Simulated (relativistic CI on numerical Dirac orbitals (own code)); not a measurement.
# Pb26+: q coefficients and field-shift factors

Computed by Dirac-Coulomb-Breit CI, KLI orbitals optimised for each configuration, derivatives by finite differences, unscaled Slater integrals, QED left out (own radial code, finite nucleus).

Configuration list (outside the closed core [Ar] 3d10 4p6 4d10): 4s2.4f10, 4s2.4f9.5s, 4s2.4f8.5s2, 4s.4f11, 4f12. Levels of other configurations are missing.

With x = (α/α₀)² − 1 an excitation energy changes as ω = ω₀ + qx; K = 2q/ω₀ is the relative enhancement. Terms are leading LS components, so labels can repeat. The field-shift factor is F = δν/δ⟨r²⟩ for the transition from the lowest level.

Lowest level 4s2.4f10 5I_8.

```csv
Level,ω₀ (cm⁻¹),q (cm⁻¹),K,F (GHz/fm²)
4s2.4f10 5I_7,36051.3,38930,2.16,2.59
4s2.4f10 3G_5,40130.7,-847.3,-0.0422,0.497
4s2.4f10 5I_6,47126.7,25350,1.08,2.03
4s2.4f10 3D_2,48877.0,-4092,-0.167,0.429
4s2.4f10 5F_4,64029.2,17330,0.541,1.83
4s2.4f10 3K_8,65678.3,29080,0.886,2.5
4s2.4f10 5I_5,66148.9,48340,1.46,3.52
4s2.4f10 5F_4,67380.1,27450,0.815,2.41
4s2.4f10 5G_6,75357.9,35120,0.932,2.96
4s2.4f10 5S_2,77953.2,33780,0.867,2.89
4s2.4f10 3G_4,80887.2,19850,0.491,2.19
4s2.4f10 5F_3,81659.5,40330,0.988,3.3
4s2.4f10 3D_1,84469.7,38090,0.902,3.2
4s2.4f10 3L_9,87390.5,31610,0.723,2.98
4s2.4f10 5G_5,87438.2,44420,1.02,3.6
4s2.4f10 3K_7,91797.3,44490,0.969,3.7
4s2.4f10 3F_2,96517.7,25220,0.523,2.7
4s2.4f10 3F_4,98288.9,44780,0.911,3.78
4s2.4f10 3H_6,101484.4,57410,1.13,4.52
4s2.4f10 5G_3,103031.9,39980,0.776,3.59
4s2.4f10 3M_10,103306.4,33650,0.651,3.34
4s2.4f10 5G_5,108953.7,62930,1.16,4.91
4s2.4f10 3K_6,109746.4,51880,0.945,4.34
```

At this charge energies of transitions that change n are usually good to better than 1 %, and those within a shell (Δn = 0) to a few per cent. Terms inside the open d or f shell come out 10 to 20 % too wide with unscaled integrals.
